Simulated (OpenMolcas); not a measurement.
Exact exchange and the dipole moment of CH5BFN

CH5BFN: 9 atoms, total charge 0, spin state singlet. As SMILES, `CB(N)F`. The coordinates come from a PBE0-D4/def2-TZVP relaxation.

The dipole moment y, in D, basis cc-pVDZ; a is the functional's share of exact exchange. Programs: OpenMolcas 26.06.

```
functional     program     a  y (D)
       PBE  OpenMolcas     0   2.19
    revPBE  OpenMolcas     0   2.17
     B3LYP  OpenMolcas   0.2      ?
      PBE0  OpenMolcas  0.25   2.25
     BHLYP  OpenMolcas   0.5   2.29
```

**Question.** Fit y = c + s·a to the known rows and predict B3LYP.

**Answer.** 
1. Means of the 4 rows: a = 0.1875, y = 2.225.
2. Σ(Δa)² = 0.17188, Σ(Δa·Δy) = 0.03875, so the slope is 0.03875/0.17188 = 0.22545.
3. Intercept: 2.225 − (0.22545) × 0.1875 = 2.183. The largest residual of the fit is 0.013.
4. B3LYP: 2.183 + (0.22545) × 0.2 = 2.23 D.

The run gave 2.23 D, so the prediction is off by 0.00 D: they agree to the digits shown. More exact exchange makes the molecule more polar here.
